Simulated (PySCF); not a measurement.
Below is a simulated gas-phase Cl 2p photoelectron spectrum of `Cl[CH2][GeH2][SiH3]`.

Every computed line was given a Gaussian of 0.5 eV full width at half maximum and an area set by the number of equivalent atoms (split 2:1 within a doublet); the highest printed point is 100. Level of theory: delta-SCF UKS SCAN, pcX-2 on the ionised atom, pcseg-1 elsewhere, spin-free X2C (PySCF).

binding energy (eV), intensity and a bar:
```
    205.2          0 
    205.3          1 
    205.4          5 #
    205.5         14 ####
    205.6         32 ##########
    205.7         58 #################
    205.8         85 ##########################
    205.9        100 ##############################
    206.0         94 ############################
    206.1         71 #####################
    206.2         43 #############
    206.3         21 ######
    206.4          8 ##
    206.5          2 #
    206.6          1 
    206.7          0 
    206.8          0 
    206.9          0 
    207.0          1 
    207.1          4 #
    207.2         10 ###
    207.3         22 ######
    207.4         36 ###########
    207.5         47 ##############
    207.6         50 ###############
    207.7         42 #############
    207.8         29 #########
    207.9         16 #####
    208.0          7 ##
    208.1          2 #
    208.2          1 
    208.3          0
```

Task: How many maxima does the curve show, and how many computed lines lie under it?

Result: The curve has 2 maxima (at 205.9 and 207.6 eV). Under it lie 2 lines from 1 inequivalent chlorine site, drawn as a 2p3/2, 2p1/2 pair.

Task: Decompose the envelope and assign each component. Numbering: `[SiH3:1][GeH2:2][CH2:3][Cl:4]`.

Result: 
```csv
position (eV),relative area,line,atoms,environment
205.92,0.67,Cl 2p3/2,Cl4,alkyl chlorine
207.58,0.33,Cl 2p1/2,Cl4,alkyl chlorine
```

Task: What are the centre and the root-mean-square width of the whole band?

Result: The area-weighted mean of the lines is 206.47 eV. Their own spread about it is 0.78 eV (rms) and each Gaussian has σ = 0.5/2.355 = 0.21 eV; the variances add, which gives 0.81 eV.

Shake-up satellites, vibrational structure and lifetime widths aren't simulated. The 2p values aren't plain energy differences: one relaxed spin-free 2p hole is combined with a matrix within the shell (ground-state 2p orbital-energy differences and spin–orbit coupling). 2p3/2, the mean of its two sublevels, lies a third of the splitting below the shell's mean and 2p1/2 two thirds above it; the statistical areas are 2:1. 2p1/2 minus 2p3/2 (ligand field included): Cl 1.65 eV. The structure is a single PBE0-D3(BJ)/def2-SVP conformer in the gas phase; no vibrational or solvent corrections.

Hardware: x86-64 server, one thread, no GPU, shared host. Cost: 26 s wall.

The values belong to the conformer `[SiH3:1][GeH2:2][CH2:3][Cl:4]`: Si1–Ge2–C3–Cl4 -48°.
